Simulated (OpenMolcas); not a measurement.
**Xe⁴⁺: effect of correlating more closed shells**

```yaml
Program: OpenMolcas 26.06
Basis: ANO-RCC-VTZP [7s6p4d2f1g]
Scalar_Hamiltonian: DKH2, point nucleus
Active_space: 2 electrons in 3 orbitals (5p)
State_averaging: 2S+1 = 3 even, 3 roots; 2S+1 = 1 even, 6 roots
Spin-orbit_coupling: state interaction with AMFI integrals over the reference wave functions, term energies averaged over their components
```

Methods on the same reference wave functions:
A. CASSCF
B. SS-CASPT2, IPEA 0.25 Eh, imaginary shift 0.1 Eh (closed shells correlated: 5s)
C. SS-CASPT2, IPEA 0.25 Eh, imaginary shift 0.1 Eh (closed shells correlated: 4d 5s)
D. SS-CASPT2, IPEA 0.25 Eh, imaginary shift 0.1 Eh (closed shells correlated: 4s 4p 4d 5s)

Energies in cm⁻¹ above 5s² 5p² ³P₀, the measured ground level; measured values from Saloman, J. Phys. Chem. Ref. Data 33, 765 (2004).

| Level | A | B | C | D | Measured |
| --- | --- | --- | --- | --- | --- |
| 5s² 5p² ³P₀ | 0.0 | 0.0 | 0.0 | 0.0 | 0.0 |
| 5s² 5p² ³P₁ | 7565 | 8000 | 8040 | 8090 | 9292 |
| 5s² 5p² ³P₂ [71 %] | 13082 | 12830 | 12830 | 12810 | 14127 |
| 5s² 5p² ¹D₂ [71 %] | 28124 | 26360 | 26280 | 26180 | 28411 |
| 5s² 5p² ¹S₀ | 48052 | 43220 | 42820 | 42420 | 44470 |

Deviations, from unrounded energies. A percentage is the sum of absolute deviations over the sum of measured energies, with the sign that they share, or ± where signs differ.

```csv
Against measurement,Levels,A,B,C,D
mean absolute deviation (cm-1),4,1700,1500,1600,1700
fine structure of the ground term (%),2,-11.8,-11.0,-10.9,-10.8
other terms of the ground configuration (%),2,±5.3,-4.5,-5.2,-5.9
```

B lies closest to measurement on these levels and D furthest from it. The largest miss of B in the table is 5s² 5p² ¹D₂ [71 %], by -2100 cm-1. The ranking rests on the paired levels alone, and a cruder setting can come out closer through cancelling errors.

Among B to D the level of the table that moves most is 5s² 5p² ¹S₀, by 810 cm-1 (lowest in D, highest in B). Moves below CASPT2's spread within the term are not significant.

From A to B the spin-free energies of the other terms of 5s² 5p² shown, above ³P, scale by factors of 0.78 to 0.83.

The lowest spin-free term lies below A's lowest term by 0.055 hartree in B, 0.511 hartree in C, 0.668 hartree in D.

What an inner shell adds also hangs on whether the basis holds functions to correlate it.

CASPT2 breaks the degeneracy within a term, and the mean is taken; among the terms shown or strongly mixed into the levels shown the widest spread is 93 cm-1 (5s² 5p² ¹D, B). With the s shell closed, the reference lacks s² → p² mixing. Computed and measured levels are paired by configuration, term and J; levels that our copy of the source lacks, or whose pairing is in doubt (as where it misses far off the trend of its configuration), stay unpaired and out of the deviations. Only configurations of the active space appear.

A share in square brackets marks a mixed level and gives the weight of the term that names it, the lowest over the columns.
